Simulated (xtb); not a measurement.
A geometry relaxed with GFN2-xTB run with xtb, charge 0, multiplicity 1:

```xyz
8

C     -1.5728    -0.2070     0.1082
C      1.5114     0.0586    -0.5987
H     -2.3487    -0.0919     0.9022
H      0.2502     0.5963     1.9831
H      2.5408     0.2788    -0.3755
H      1.3115    -0.2554    -1.6099
O     -1.9154    -0.5760    -0.9889
Si     0.2231     0.1966     0.5795
```

**Question.** Write the SMILES of this molecule.

**Answer.** `C=[SiH]C=O`
